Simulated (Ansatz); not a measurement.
A run of Ansatz (development build ahead of 0.2.0) on doublet H10(+) at this shape:

| atom | x (Å) | y (Å) | z (Å) |
| --- | --- | --- | --- |
| H | 1.8400 | 0.0000 | 0.0000 |
| H | 1.4886 | 1.0815 | 0.0000 |
| H | 0.5686 | 1.7499 | 0.0000 |
| H | -0.5686 | 1.7499 | 0.0000 |
| H | -1.4886 | 1.0815 | 0.0000 |
| H | -1.8400 | 0.0000 | 0.0000 |
| H | -1.4886 | -1.0815 | 0.0000 |
| H | -0.5686 | -1.7499 | 0.0000 |
| H | 0.5686 | -1.7499 | 0.0000 |
| H | 1.4886 | -1.0815 | 0.0000 |

Its results:

```yaml
Converged: yes
Reference_energy: -4.98853 hartree
Correlation_energy: -0.16773 hartree
Total_energy: -5.15626 hartree
Spin_squared_of_the_determinant: 0.883
Stability_test: minimum
```

Forces (eV/Å):
| atom | Fx | Fy | Fz |
| --- | --- | --- | --- |
| H1 | -0.994 | -2.364 | 0.000 |
| H2 | -2.194 | 1.328 | 0.000 |
| H3 | 1.141 | -1.209 | 0.000 |
| H4 | 0.346 | -1.065 | 0.000 |
| H5 | -0.213 | -1.649 | 0.000 |
| H6 | 0.994 | 2.364 | 0.000 |
| H7 | 2.194 | -1.328 | 0.000 |
| H8 | -1.141 | 1.209 | 0.000 |
| H9 | -0.346 | 1.065 | 0.000 |
| H10 | 0.213 | 1.649 | 0.000 |

Question: Which input gives this output? Name the method, the orbitals and the basis set, and write the input.

Answer: UHF-MP2 in aug-cc-pVDZ.

```yaml
crystal:
  periodic: [false, false, false]
  atoms:
    - { symbol: H, position_ang: [1.84, 0.0, 0.0] }
    - { symbol: H, position_ang: [1.48859, 1.08152, 0.0] }
    - { symbol: H, position_ang: [0.56859, 1.74994, 0.0] }
    - { symbol: H, position_ang: [-0.56859, 1.74994, 0.0] }
    - { symbol: H, position_ang: [-1.48859, 1.08152, 0.0] }
    - { symbol: H, position_ang: [-1.84, 0.0, 0.0] }
    - { symbol: H, position_ang: [-1.48859, -1.08152, 0.0] }
    - { symbol: H, position_ang: [-0.56859, -1.74994, 0.0] }
    - { symbol: H, position_ang: [0.56859, -1.74994, 0.0] }
    - { symbol: H, position_ang: [1.48859, -1.08152, 0.0] }
basis:
  gaussian: { orbitals: aug-cc-pVDZ }
total_charge: 1
magnetization:
  spin_polarized: true
  initial_magnetization: 1
hamiltonian:
  xc: hf
correlation:
  method: mp2
  frozen_orbitals: { H: 0 }
output:
  forces: true
```

Caution: bonds are stretched, where a single reference can fail; the unrestricted determinant is spin contaminated; the charge can sit on one fragment and break the point group; the determinant breaks the point group.
